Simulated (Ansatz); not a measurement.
Reactions of BH9Si3 (`[SiH3]B[SiH2][SiH3]`).

Program: Ansatz. Geometries: PBE0-D4/def2-TZVP. ΔE: electronic, gas phase. CBS: MP2 limit from def2 TZ/QZ plus the TZ coupled-cluster correction, frozen cores. This one scheme is used for every species. Functionals use def2-TZVPP. One conformer a species, not always the lowest.

| reaction | HF/CBS(def2) (eV) | ωB97M-V (eV) | r2SCAN-D4 (eV) | PBE-D4 (eV) |
| --- | --- | --- | --- | --- |
| `[SiH3]B[SiH2][SiH3]` + `[NH2][AlH2]` → `[AlH2][NH][SiH3]` + `B[SiH2][SiH3]` | -0.85 | -0.63 | -0.53 | -0.40 |
| `[SiH3]B[SiH2][SiH3]` + `[AlH2][BH]O[SiH3]` → `[AlH2][B]([SiH3])O[SiH3]` + `B[SiH2][SiH3]` | 0.21 | 0.06 | 0.05 | 0.03 |
| `[SiH3]B[SiH2][SiH3]` + `C=C(O)C=N` → `N=CC(O)=C[SiH3]` + `[SiH3]B[SiH3]` | 0.22 | 0.36 | 0.48 | 0.56 |
| `[SiH3]B[SiH2][SiH3]` → `[SiH3]B[SiH3]` + `[SiH2]` | 2.21 | 2.51 | 2.88 | 2.79 |
| `[SiH3]B[SiH2][SiH3]` + `OCS` → `[SiH3]BOCS` + `[SiH3][SiH3]` | -1.78 | -1.65 | -1.56 | -1.48 |
| `[SiH3]B[SiH2][SiH3]` + `[OH][AlH2]` → `[AlH2][O]B[SiH2][SiH3]` + SiH₄ | -1.81 | -1.60 | -1.52 | -1.43 |
| `[SiH3]B[SiH2][SiH3]` + CH₃OH → `COB[SiH3]` + `[SiH3][SiH3]` | -1.77 | -1.63 | -1.54 | -1.47 |
| `[SiH3]B[SiH2][SiH3]` → `B[SiH2][SiH3]` + `[SiH2]` | 2.04 | 2.30 | 2.64 | 2.54 |
| `[SiH3]B[SiH2][SiH3]` + `O[SiH](O)S` → `O[SiH](O)S[SiH3]` + `B[SiH2][SiH3]` | -0.86 | -0.75 | -0.70 | -0.62 |
| `[SiH3]B[SiH2][SiH3]` + CH₄ → `C[SiH2]B[SiH3]` + SiH₄ | 0.04 | 0.17 | 0.31 | 0.39 |

(1) Give the CCSD(T)/CBS values in the same order. (Estimate.)

Largest T1 diagnostic: 0.015, for `[SiH3]B[SiH2][SiH3]`.

Results:

(1) Ansatz gave: -0.61, 0.08, 0.39, 2.59, -1.59, -1.54, -1.57, 2.38, -0.74, 0.22 eV.
